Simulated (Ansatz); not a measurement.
Relaxation of a periodic cell of 17 atoms, AlSi$_{16}$ (host Si, host structure diamond, interstitial Al), to a largest force component of 0.08 eV/Å in at most 25 steps.

These are results of DFT PBE, scalar-relativistic, plane waves, PAW (Ansatz 0.2.0), not measurements. Settings: PAW set soft_1, cutoff 420 eV, k mesh 2x2x2, fermi-dirac smearing 0.05 eV, spin collinear.

```xyz
17
Lattice="0.0000 5.4300 5.4300 5.4300 0.0000 5.4300 5.4300 5.4300 0.0000" Properties=species:S:1:pos:R:3
Si 0.000 0.000 0.000
Si 1.357 1.357 1.357
Si 2.715 2.715 0.000
Si 4.072 4.072 1.357
Si 2.715 0.000 2.715
Si 4.072 1.357 4.072
Si 5.430 2.715 2.715
Si 6.787 4.072 4.072
Si 0.000 2.715 2.715
Si 1.357 4.072 4.072
Si 2.715 5.430 2.715
Si 4.072 6.787 4.072
Si 2.715 2.715 5.430
Si 4.072 4.072 6.787
Si 5.430 5.430 5.430
Si 6.787 6.787 6.787
Al 6.720 9.518 6.787
```

Task: Where does it end, and by what steps?

Result: It converged. The threshold is loose, so the end isn't yet a minimum. The force dipped under the threshold on the way, but the program's further checks kept it going. Limits of this set-up: coarse k mesh. After 3 steps the energy has fallen by 0.330 eV; Si1 moved furthest, 0.10 Å.

| step | energy less start (eV) | largest force component (eV/Å) | accepted |
| --- | --- | --- | --- |
| 0 | 0.0000 | 1.219 | yes |
| 1 | -0.2933 | 0.425 | yes |
| 2 | -0.3301 | 0.063 | yes |
| 3 | -0.3301 | 0.063 | yes |

```xyz
17
Lattice="0.0000 5.4300 5.4300 5.4300 0.0000 5.4300 5.4300 5.4300 0.0000" Properties=species:S:1:pos:R:3
Si -0.054 0.057 -0.057
Si 1.357 1.374 1.357
Si 2.729 2.700 -0.016
Si 4.054 4.072 1.357
Si 2.760 0.043 2.758
Si 4.056 1.361 4.073
Si 5.379 2.660 2.769
Si 6.787 4.072 4.088
Si -0.014 2.703 2.727
Si 1.357 4.073 4.057
Si 2.728 5.445 2.730
Si 4.075 6.787 4.072
Si 2.757 2.674 5.390
Si 4.085 4.073 6.788
Si 5.417 5.442 5.418
Si 6.787 6.773 6.788
Al 6.759 9.509 6.787
```

Whether the end is a true minimum wasn't checked by a vibrational analysis.

Time of the run: 59 s on 1 thread of AMD EPYC 7R43 64-Core Processor (Zen 3), with other jobs on the host, peak memory 0.69 GiB.
